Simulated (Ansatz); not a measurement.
Basis sets compared for the cluster Hf₃O₄⁺ (the lowest doublet isomer of a short search). Total charge 1; doublet. Geometry r2SCAN-D4/def2-SVP. Ansatz on 4 threads of Arm Neoverse V1 on a shared host; times are rough, and most runs start from earlier orbitals.

```xyz
7

Hf   -1.317    0.255   -1.386
Hf    0.976    1.155    0.359
Hf    0.078   -1.359    0.750
O    -1.384   -1.533   -0.560
O    -0.180    1.836   -1.084
O     1.777   -0.626    0.058
O     0.050    0.272    1.864
```

In the def2 sets Hf takes a core potential; there is no spin–orbit coupling. The structure comes from a short search, and lower isomers may exist.

| level | functions | energy (Eh) | HOMO (eV) | LUMO (eV) | wall time |
| --- | --- | --- | --- | --- | --- |
| PBE-D4/def2-SVP | 152 | -444.6155 | -8.37 | -7.29 | 6 s |
| PBE0-D4/def2-SVP | 152 | -444.4662 | -9.17 | -6.54 | 10 s |

Task: Estimate the rows for PBE-D4/def2-TZVP, PBE0-D4/def2-TZVP.

Result: 
```
            level  functions  energy (Eh)  HOMO (eV)  LUMO (eV)  wall time
 PBE-D4/def2-TZVP        244    -445.0066      -8.34      -7.28        9 s
PBE0-D4/def2-TZVP        244    -444.8639      -9.10      -6.53       17 s
```
